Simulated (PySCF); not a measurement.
CH₅InO₂, SMILES [CH3][In]([OH])[OH]. Atoms are numbered in the order given.

```xyz
9

In     0.0127     0.0019    -0.0122
C      1.9524    -0.1066    -0.9543
H      2.4488    -1.0278    -0.6214
H      2.5468     0.7653    -0.6466
H      1.8429    -0.1096    -2.0472
O     -0.4546    -1.1204     1.5859
H     -1.3568    -0.9385     1.8855
O     -1.5918     1.1388    -0.4629
H     -1.4473     1.7109    -1.2290
```

The structure is a stationary point at B3LYP-D3(BJ)/def2-SVP. The def2 effective core potentials stand for the cores of In; spin–orbit coupling is left out. The values are those of a single conformer.

Computed with B3LYP/def2-TZVP (PySCF).

ESP charges are fitted to the potential on shells at 1.4 to 2.0 van der Waals radii. Atomic charges (e):

| atom | Löwdin | ESP fit |
|---|---|---|
| In1 | 0.47 | ? |
| C2 | -0.51 | ? |
| H3 | 0.13 | 0.22 |
| H4 | 0.13 | 0.18 |
| H5 | 0.13 | 0.17 |
| O6 | -0.33 | -0.82 |
| H7 | 0.16 | ? |
| O8 | -0.34 | -0.81 |
| H9 | 0.15 | ? |

Task: What belongs in the gaps? (Estimate from the structure and the level; the computed values follow.)

Result: 
- In1, ESP fit: 1.05
- C2, ESP fit: -0.77
- H7, ESP fit: 0.41
- H9, ESP fit: 0.37
